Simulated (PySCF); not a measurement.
Compound: C8H16NOSi (charge +1).
Bonds: C1–O2, O2–C3, C3–C4 (double), C4–C5, C5–C6 (double), C6–N7, N7–C8, N7–C9, N7–C10, C6–Si11, C3–Si11. Hydrogens: H12, H13, H14 on C1; H15 on C4; H16 on C5; H17, H18, H19 on C8; H20, H21, H22 on C9; H23, H24, H25 on C10; H26, H27 on Si11.

A GFN2-xTB structure was refined with PySCF, PBE0-D3(BJ)/def2-SVP geometry optimisation, gas phase. Its GFN2-xTB values:

| coordinate | GFN2-xTB |
| --- | --- |
| C1–O2 | 1.419 Å |
| C1–H12 | 1.088 Å |
| O2–C3 | 1.326 Å |
| C3=C4 | 1.356 Å |
| C3–Si11 | 1.903 Å |
| C4–C5 | 1.433 Å |
| C4–H15 | 1.077 Å |
| C5=C6 | 1.351 Å |
| C5–H16 | 1.081 Å |
| C6–N7 | 1.473 Å |
| C6–Si11 | 1.908 Å |
| N7–C8 | 1.477 Å |
| C8–H17 | 1.088 Å |
| Si11–H26 | 1.458 Å |
| O2–C3–Si11 | 120.3° |
| C3–Si11–C6 | 87.5° |
| C4–C3–Si11 | 110.6° |
| C4–C5–C6 | 117.6° |
| C5–C6–Si11 | 109.2° |
| C6–N7–C8 | 109.9° |
| C6–N7–C10 | 110.1° |
| N7–C6–Si11 | 129.0° |

Problem. How do these coordinates change at the PBE0-D3(BJ)/def2-SVP level?

Solution. 
| coordinate | PBE0-D3(BJ)/def2-SVP (Å or °) | change |
| --- | --- | --- |
| Si11–H26 | 1.489 | +0.031 |
| C6–Si11 | 1.884 | -0.024 |
| C4–C5 | 1.455 | +0.022 |
| N7–C8 | 1.496 | +0.019 |
| C5–H16 | 1.097 | +0.016 |
| C4–H15 | 1.091 | +0.014 |
| O2–C3 | 1.316 | -0.010 |
| C3=C4 | 1.366 | +0.010 |
| C8–H17 | 1.096 | +0.008 |
| C1–H12 | 1.095 | +0.007 |
| C6–N7 | 1.480 | +0.007 |
| C5=C6 | 1.357 | +0.006 |
| C3–Si11 | 1.898 | -0.005 |
| C1–O2 | 1.418 | -0.001 |
| C3–Si11–C6 | 90.2 | +2.7 |
| C5–C6–Si11 | 107.4 | -1.8 |
| C4–C3–Si11 | 108.9 | -1.7 |
| O2–C3–Si11 | 121.9 | +1.6 |
| N7–C6–Si11 | 130.3 | +1.3 |
| C4–C5–C6 | 118.8 | +1.2 |
| C6–N7–C10 | 109.3 | -0.8 |
| C6–N7–C8 | 110.5 | +0.6 |

The energy falls by 0.114 eV over 6 energy and gradient evaluations, the largest force component goes from 0.0206 to 1.8e-04 Eh/bohr, and the atoms move by 0.031 Å rms after alignment. Among the bonds, Si11–H26 and Si11–H27 change most and about equally (+0.031 Å). Bonds longer at the end by more than 0.005 Å: 23 of 27; shorter: 3. Rotational constants go from 2269, 515.8, 463.6 to 2278, 507.1, 457.6 MHz.

The run used 238 basis functions and 45 SCF cycles in all. On Arm Neoverse V1, one thread, shared host with 32 logical CPUs at a one-minute load of 19, this took 3.8 min and 1.1 GiB of memory at its peak.

Not checked by PBE0-D3(BJ)/def2-SVP frequencies.

Shape of the structure used: `[CH3:1][O:2][C:3]1=[CH:4][CH:5]=[C:6]([N+:7]([CH3:8])([CH3:9])[CH3:10])[SiH2:11]1`: C1–O2–C3–C4 0°, C5–C6–N7–C8 -61°.

One conformer stands for the species.
